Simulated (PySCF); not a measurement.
**Gas-phase XPS of `C[NH][GeH2][CH2][GeH3]`, computed**

Species: C2H11Ge2N.
Z-matrix (Å and degrees, PBE0-D3(BJ)/def2-SVP geometry), rows numbered from 1:
```
C 
N   1  1.4436
Ge  2  1.8399  1  120.35
C   3  1.9506  2  106.37  1   -70.53
Ge  4  1.9604  3  111.87  2   -38.58
H   1  1.1031  2  110.83  3   165.35
H   1  1.1097  2  115.08  3   -72.47
H   1  1.1028  2  109.99  3    48.34
H   2  1.0148  1  112.74  3   140.06
H   3  1.5405  2  105.77  1   171.07
H   3  1.5526  2  112.86  1    50.89
H   4  1.1015  3  109.37  2  -159.82
H   4  1.1013  3  110.13  2    82.93
H   5  1.5452  4  109.37  3  -165.49
H   5  1.5398  4  110.46  3   -46.34
H   5  1.5382  4  110.77  3    75.24
```

The calculation used delta-SCF UKS SCAN, pcX-2 on the ionised atom, pcseg-1 elsewhere, spin-free X2C (PySCF). These are vertical core ionisation energies against the vacuum level, from separate self-consistent calculations with and without the core hole.

**Question.** Give the core binding energies atom by atom.

**Answer.** 
```csv
atom(s),environment,level,binding energy (eV),above the level's lowest (eV),count
N2,"nitrogen bonded to C, Ge and H",N 1s,404.05,0.00,1
C1,N-methyl carbon,C 1s,291.41,+1.61,1
C4,sp3 carbon bound to germanium,C 1s,289.80,0.00,1
```

Lowest listed C 1s: C4, bonded to 2 H and 2 Ge. Highest, 1.61 eV above it: C1, bonded to N and 3 H. Summing the Pauling electronegativity differences to the bonded atoms, each weighted by its formal bond order, gives -1.78 for the lowest site and -0.56 for the highest.

**Question.** Which photon energy gives electrons from C 1s of C1 a kinetic energy of 20 eV, and what is their de Broglie wavelength?

**Answer.** hν = 291.41 + 20 = 311.41 eV, recoil neglected; λ = 12.264 Å/√(E/eV) = 2.74 Å.

No level of germanium is listed. The structure is a single PBE0-D3(BJ)/def2-SVP conformer in the gas phase; no vibrational or solvent corrections.
